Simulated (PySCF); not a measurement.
PySCF input (BP86/def2-TZVPD):

```python
from pyscf import gto, scf, dft

mol = gto.M(
    atom='''
    F     1.72715667   -0.68083241    0.03696662
    S     0.19289089    0.32406552    0.04439435
    F    -1.42173473    1.19395524    0.03332705
    F    -0.64833907   -1.08923931   -0.14921696
    ''',
    basis='def2-tzvpd',
    charge=-1,
    spin=0,
    verbose=4,
)

mf = dft.RKS(mol, xc='bp86').density_fit(auxbasis='def2-universal-jkfit')
mf.grids.level = 3
mf.conv_tol = 1e-9
mf.max_cycle = 100
mf.max_memory = 1500
mf.kernel()
if not mf.converged:
    mf = mf.newton()
    mf.kernel(mf.make_rdm1())
mf.analyze()
```

End of the output:

```
Extra cycle  E= -697.95970235697  delta_E= 5.8e-12  |g|= 6.21e-06  |ddm|= 4.29e-06
converged SCF energy = -697.95970235697
**** SCF Summaries ****
Total Energy =                        -697.959702356970183
Nuclear Repulsion Energy =             176.265074030834143
One-electron Energy =                -1330.010485180486057
Two-electron Energy =                  455.785708792681703
Two-electron Coulomb Energy =          513.097382413108448
DFT Exchange-Correlation Energy =      -57.311673620426760
HOMO-LUMO gap [eV] =                     2.773484719630372
**** MO energy ****
MO #1   energy= -87.9943261896604  occ= 2
MO #2   energy= -24.092781281212   occ= 2
MO #3   energy= -24.0254368506558  occ= 2
MO #4   energy= -24.0254320590814  occ= 2
MO #5   energy= -7.55743159703811  occ= 2
MO #6   energy= -5.58303569333262  occ= 2
MO #7   energy= -5.58131986908003  occ= 2
MO #8   energy= -5.56303097737103  occ= 2
MO #9   energy= -0.9103227501598   occ= 2
MO #10  energy= -0.815021030885443 occ= 2
MO #11  energy= -0.814857763992118 occ= 2
MO #12  energy= -0.439109246656628 occ= 2
MO #13  energy= -0.249629526957598 occ= 2
MO #14  energy= -0.243906242747657 occ= 2
MO #15  energy= -0.202954644107743 occ= 2
MO #16  energy= -0.171904062200167 occ= 2
MO #17  energy= -0.124761719169494 occ= 2
MO #18  energy= -0.123164557320581 occ= 2
MO #19  energy= -0.117319151959571 occ= 2
MO #20  energy= -0.104482871472701 occ= 2
MO #21  energy= -0.0801374770028664 occ= 2
MO #22  energy= 0.0146212981902281 occ= 2
MO #23  energy= 0.116544982547647  occ= 0
MO #24  energy= 0.151214682883432  occ= 0
MO #25  energy= 0.16184774233771   occ= 0
MO #26  energy= 0.166932176039023  occ= 0
MO #27  energy= 0.177767509046729  occ= 0
MO #28  energy= 0.204740398571169  occ= 0
MO #29  energy= 0.221900103193302  occ= 0
MO #30  energy= 0.252983539626371  occ= 0
MO #31  energy= 0.255493067041533  occ= 0
MO #32  energy= 0.263383881373844  occ= 0
MO #33  energy= 0.279073937576879  occ= 0
MO #34  energy= 0.289955773275832  occ= 0
MO #35  energy= 0.312469433951213  occ= 0
MO #36  energy= 0.318265140305594  occ= 0
MO #37  energy= 0.329712952365738  occ= 0
MO #38  energy= 0.352364736019324  occ= 0
MO #39  energy= 0.379730096566807  occ= 0
MO #40  energy= 0.402517092880714  occ= 0
MO #41  energy= 0.412313345961375  occ= 0
MO #42  energy= 0.418092777581943  occ= 0
MO #43  energy= 0.443215197776646  occ= 0
MO #44  energy= 0.4501835111696    occ= 0
MO #45  energy= 0.482532435084398  occ= 0
MO #46  energy= 0.55272167071897   occ= 0
MO #47  energy= 0.574899731126492  occ= 0
MO #48  energy= 0.580596717861755  occ= 0
MO #49  energy= 0.589390088625937  occ= 0
MO #50  energy= 0.619525254313293  occ= 0
MO #51  energy= 0.639856385855794  occ= 0
MO #52  energy= 0.640012983299453  occ= 0
MO #53  energy= 0.65198568649278   occ= 0
MO #54  energy= 0.689772465998634  occ= 0
MO #55  energy= 0.69457024277409   occ= 0
MO #56  energy= 0.739856376395122  occ= 0
MO #57  energy= 0.77281037966956   occ= 0
MO #58  energy= 0.776915502438936  occ= 0
MO #59  energy= 0.790662721540693  occ= 0
MO #60  energy= 0.797809562917468  occ= 0
MO #61  energy= 0.806930293397469  occ= 0
MO #62  energy= 0.822798056513567  occ= 0
MO #63  energy= 0.832155871096203  occ= 0
MO #64  energy= 0.840807847815358  occ= 0
MO #65  energy= 0.842062021911925  occ= 0
MO #66  energy= 0.856739437212112  occ= 0
MO #67  energy= 0.91340998277497   occ= 0
MO #68  energy= 0.917581979906407  occ= 0
MO #69  energy= 0.94098287354364   occ= 0
MO #70  energy= 1.02431466959746   occ= 0
MO #71  energy= 1.1062138735331    occ= 0
MO #72  energy= 1.10754741366605   occ= 0
MO #73  energy= 1.12927044259045   occ= 0
MO #74  energy= 1.17590141986746   occ= 0
MO #75  energy= 1.18229076933725   occ= 0
MO #76  energy= 1.18705543809815   occ= 0
MO #77  energy= 1.2117043295039    occ= 0
MO #78  energy= 1.31530593101071   occ= 0
MO #79  energy= 1.35259666484814   occ= 0
MO #80  energy= 1.4823669404422    occ= 0
MO #81  energy= 1.52092517908758   occ= 0
MO #82  energy= 1.68600988844111   occ= 0
MO #83  energy= 1.69708271188099   occ= 0
MO #84  energy= 1.80886197744631   occ= 0
MO #85  energy= 1.8157259555098    occ= 0
MO #86  energy= 1.87789228195956   occ= 0
MO #87  energy= 1.88503710276464   occ= 0
MO #88  energy= 1.88687356075903   occ= 0
MO #89  energy= 1.92245212285433   occ= 0
MO #90  energy= 1.93479550053411   occ= 0
MO #91  energy= 1.98715959107856   occ= 0
MO #92  energy= 1.99314449418064   occ= 0
MO #93  energy= 2.03832658172761   occ= 0
MO #94  energy= 2.22052265524308   occ= 0
MO #95  energy= 2.24417202640053   occ= 0
MO #96  energy= 2.38103344938094   occ= 0
MO #97  energy= 2.39647817388927   occ= 0
MO #98  energy= 2.40191577064605   occ= 0
MO #99  energy= 2.40751357342353   occ= 0
MO #100 energy= 2.41856033851203   occ= 0
MO #101 energy= 2.42520428029554   occ= 0
MO #102 energy= 2.44201385321288   occ= 0
MO #103 energy= 2.47134297739213   occ= 0
MO #104 energy= 2.48898958273966   occ= 0
MO #105 energy= 2.66845238582041   occ= 0
MO #106 energy= 2.68558412063711   occ= 0
MO #107 energy= 2.71051744665242   occ= 0
[...]
```
